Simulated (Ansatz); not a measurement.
Job for Ansatz (a quantum-chemistry and plane-wave program): R-CCSD(T)/aug-cc-pVDZ on CH4O3 (a complex), monomers drawn apart or pushed together.

Ansatz 0.2 input:
```yaml
crystal:
  periodic: [false, false, false]
  atoms:
    - {symbol: O, position_ang: [0.68714879, 0.14477863, 0.20756427]}
    - {symbol: H, position_ang: [0.35833907, -0.31763342, -0.57005566]}
    - {symbol: H, position_ang: [-0.07470795, 0.59903684, 0.61143557]}
    - {symbol: O, position_ang: [-0.97646565, 0.67496835, 2.68739915]}
    - {symbol: C, position_ang: [-0.32281355, -0.05980185, 3.39217177]}
    - {symbol: O, position_ang: [0.71619323, -0.78425935, 3.00656193]}
    - {symbol: H, position_ang: [-0.52970634, -0.20791617, 4.45939227]}
    - {symbol: H, position_ang: [0.87146411, -0.62470915, 2.03857504]}
basis:
  gaussian:
    orbitals: aug-cc-pVDZ
magnetization: {spin_polarized: false}
correlation: {method: ccsd_t, electrons: outside_noble_gas}
scf: {lower_state_search: off}
```

Program output:

```
WARN ansatz: RAYON_NUM_THREADS=1 ignored (pool sized by the plan → 1); use --threads N
Functional definition: HF
these checks for a lower state are left out or cut short: stability, starts, cluster_reference, orbital_swaps, neighbouring_geometries, increment
integrals: 0.26 GiB planned
1229 factors; integrals over basis functions are off by at most 8.1e-4 eV
mean field: 0.30 GiB planned
mean field evaluation 1: about -7202.5394 eV, gradient 4.9e1 eV
mean field evaluation 2: about -7202.5405 eV, gradient 4.9e1 eV
mean field evaluation 4: about -7206.8649 eV, gradient 3.8e0 eV
mean field evaluation 8: about -7206.9150 eV, gradient 4.2e-1 eV
mean field -7206.91657876 eV, -264.8492992461 hartree, gradient 2.7e-6 eV, S^2 0.000000; 0 other end points of the search recorded, 0 dependent functions left out
4 core orbitals not correlated
reference -7206.91657876 eV, -264.8492992461 hartree; 13, 13 occupied and 111, 111 virtual orbitals, 1229 factors
second order -20.48179472 eV of doubles, -0.00000000 eV of singles
coupled cluster: 0.79 GiB planned
cycle   1  -20.30098028 eV  change    1.8e-1 eV  update   1.2e-1
cycle   2  -20.82575953 eV  change   -5.2e-1 eV  update   3.4e-2
cycle   3  -20.97105667 eV  change   -1.5e-1 eV  update   1.9e-2
cycle   4  -20.95952980 eV  change    1.2e-2 eV  update   4.3e-3
cycle   5  -20.95606548 eV  change    3.5e-3 eV  update   1.8e-3
cycle   6  -20.95698809 eV  change   -9.2e-4 eV  update   5.5e-4
cycle   7  -20.95686915 eV  change    1.2e-4 eV  update   1.9e-4
cycle   8  -20.95668649 eV  change    1.8e-4 eV  update   6.4e-5
cycle   9  -20.95669228 eV  change   -5.8e-6 eV  update   2.5e-5
perturbative correction -0.68342610 eV, -0.0251154460 hartree
Total energy: -7228.55669714 eV, -265.6445589283 hartree
Checks for a lower state left out: stability, starts, cluster_reference, orbital_swaps, neighbouring_geometries, increment
```

The run converged.

Cost: around 28 core-seconds (rough).
